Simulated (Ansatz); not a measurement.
Pulling on the Se1–Cl3 bond in ClHSe (SMILES Cl[SeH]) (multiplicity 1 held, fragments rigid). Energies count from the point at 2.190 Å.
Geometry at that point (charge 0, multiplicity 1):
| atom | x (Å) | y (Å) | z (Å) |
|---|---|---|---|
| Se | 0.5185 | -0.1574 | 0.4654 |
| H | 1.5059 | -0.3583 | -0.6118 |
| Cl | -1.1255 | 0.3358 | -0.8948 |

Signs of static correlation in def2-TZVPP, from Ansatz (an electronic-structure program) runs.

```json
[
 {"R (Å)": "1.752", "T1 of restricted CCSD": "0.009", "⟨S²⟩ of UHF": "0.000", "largest double amplitude of restricted CCSD": "0.036"},
 {"R (Å)": "1.971", "T1 of restricted CCSD": "0.009", "⟨S²⟩ of UHF": "0.000", "largest double amplitude of restricted CCSD": "0.033"},
 {"R (Å)": "2.190", "T1 of restricted CCSD": "0.010", "⟨S²⟩ of UHF": "0.000", "largest double amplitude of restricted CCSD": "0.063"},
 {"R (Å)": "2.409", "T1 of restricted CCSD": "0.012", "⟨S²⟩ of UHF": "0.000", "largest double amplitude of restricted CCSD": "0.105"},
 {"R (Å)": "2.628", "T1 of restricted CCSD": "0.017", "⟨S²⟩ of UHF": "0.494", "largest double amplitude of restricted CCSD": "0.135"},
 {"R (Å)": "2.957", "T1 of restricted CCSD": "0.028", "⟨S²⟩ of UHF": "[?]", "largest double amplitude of restricted CCSD": "[?]"},
 {"R (Å)": "3.285", "T1 of restricted CCSD": "0.044", "⟨S²⟩ of UHF": "0.963", "largest double amplitude of restricted CCSD": "0.355"},
 {"R (Å)": "3.833", "T1 of restricted CCSD": "0.071", "⟨S²⟩ of UHF": "1.021", "largest double amplitude of restricted CCSD": "0.545"},
 {"R (Å)": "4.380", "T1 of restricted CCSD": "0.088", "⟨S²⟩ of UHF": "1.021", "largest double amplitude of restricted CCSD": "0.695"},
 {"R (Å)": "5.037", "T1 of restricted CCSD": "0.094", "⟨S²⟩ of UHF": "1.021", "largest double amplitude of restricted CCSD": "0.789"},
 {"R (Å)": "5.913", "T1 of restricted CCSD": "0.094", "⟨S²⟩ of UHF": "1.021", "largest double amplitude of restricted CCSD": "0.833"},
 {"R (Å)": "7.008", "T1 of restricted CCSD": "0.090", "⟨S²⟩ of UHF": "1.021", "largest double amplitude of restricted CCSD": "0.846"}
]
```

Q: What belongs in the gaps?

A: 
- 2.957, ⟨S²⟩ of UHF: 0.841
- 2.957, largest double amplitude of restricted CCSD: 0.250

Doubts at one or more of the structures used: a restricted determinant that unrestricted orbitals would lower (R-CCSD(T)/def2-TZVPP); other coupled-cluster roots lie near (R-CCSD(T)/def2-TZVPP); T1 above 0.05 (R-CCSD(T)/def2-TZVPP, U-CCSD(T)/def2-TZVPP); a spin-contaminated determinant (U-CCSD(T)/def2-TZVPP); the program's own flag: other amplitudes (U-CCSD(T)/def2-TZVPP).
